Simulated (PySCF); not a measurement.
# Identify the compound

Molecular formula: C$_{6}$H$_{11}$ClOSi$_{2}$. Simulated spectra:

¹H NMR (500 MHz, computed): δ 5.29 (m, 1H), 2.06 (s, 1H), 2.05 (m, 1H), 1.54 (m, 1H), 1.17 (m, 1H), 1.12 (br s, 1H), 1.01 (m, 1H), 0.92 (m, 1H), 0.68 (m, 1H), 0.57 (m, 1H), 0.33 (m, 1H).

¹³C{¹H} NMR (computed): δ 102.5, 91.2, 24.1, 21.0, 18.8, 10.1.

No relativistic terms, single conformer, no solvent. GIAO PBE0/pcSseg-1 shieldings; coordinates at the GFN2-xTB level; PySCF 2.14.0 with density-fitted response routines.

δ = σ(ref) − σ, references computed at the same level: TMS for ¹H (σ = 31.72 ppm) and ¹³C (σ = 186.93 ppm).

Question: What is the structure?

Answer: 
- Rings plus π bonds: 3 (1 ring in the answer).
- 6 carbon signals for 6 carbons: no two carbons are equivalent.
- Carbon types of the structure: 1 × C, 1 × CH, 4 × CH2, leaving 2 H on heteroatoms.
- δC 102.5: terminal alkyne carbon; the triple bond shields along its axis, which puts it between sp3 and sp2 carbons.
- δC 91.2: alkyne carbon; the triple bond shields along its axis, which puts it between sp3 and sp2 carbons.
- δC 18.8: sp3 CH2 in a ring; a saturated carbon with 2 carbon neighbours and no heteroatom attached.
- δC 10.1: sp3 CH2 bonded to 2 Si; an electropositive neighbour leaves it electron-rich and shielded.
- δH 2.06: hydrogen on a terminal alkyne carbon; it lies on the axis of the triple bond, in its shielding cone.
- δH 2.05, 1.54: hydrogen on an sp3 CH2 in a ring.
- δH 1.12: hydrogen on an oxygen bonded to Si; exchangeable; this is the value without hydrogen bonding to other molecules.

These data were computed for SMILES C1[Si@@](C#C)(Cl)C[Si@H](O)CC1.

The data come from this structure; uniqueness wasn't tested.

The OH or NH signal is concentration- and solvent-dependent in practice; the value given is the gas-phase one. Shifts are as computed. Against solution values, carbons near 30 ppm lie about +3 ppm off and those near 130 ppm about +5 ppm. Of 1211 compounds with measured shifts, 218 miss one by over three times the rms of a fit or turn the order of signals round; such compounds aren't used in these exercises. Multiplicities follow the n + 1 count of equivalent neighbours, as no J values were calculated; m marks all less simple cases, F and P coupling included.
